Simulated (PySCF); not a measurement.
H2Te2, SMILES [TeH][TeH].

Geometry: B3LYP-D3(BJ)/def2-TZVP. The def2 effective core potentials stand for the cores of Te; spin–orbit coupling is left out.

Two levels are set side by side: TDDFT-PBE/def2-SVPD (PySCF) and TDDFT-M06-2X/def2-SVPD (PySCF). Vertical, same geometry. The lowest singlet is HOMO→LUMO 100 % with PBE and HOMO→LUMO 96 % with the other functional; states are paired by order. Differences are taken from unrounded values.

```json
[
 {"quantity": "lowest singlet excitation (eV)", "TDDFT-PBE": "2.82"},
 {"quantity": "lowest triplet excitation (TDA) (eV)", "TDDFT-PBE": "2.33"},
 {"quantity": "first bright state (f over 0.05) (eV)", "TDDFT-PBE": "5.67"},
 {"quantity": "its oscillator strength", "TDDFT-PBE": "0.28"}
]
```

### Question
These are the TDDFT-PBE values. What does TDDFT-M06-2X give? (The exact figures need the calculation; the answer reports its results.)

### Answer

```csv
quantity,TDDFT-M06-2X,TDDFT-PBE minus TDDFT-M06-2X
lowest singlet excitation (eV),3.08,-0.27
lowest triplet excitation (TDA) (eV),2.62,-0.29
first bright state (f over 0.05) (eV),5.46,0.21
its oscillator strength,0.07,0.21
```

Functionals without exact exchange tend to place singlet excitations lower, as here. Differences between two approximate levels are no errors against the true value.

Rough cost on one machine, each run with all the roots and properties that it gave: TDDFT-M06-2X against TDDFT-PBE about 20 times.
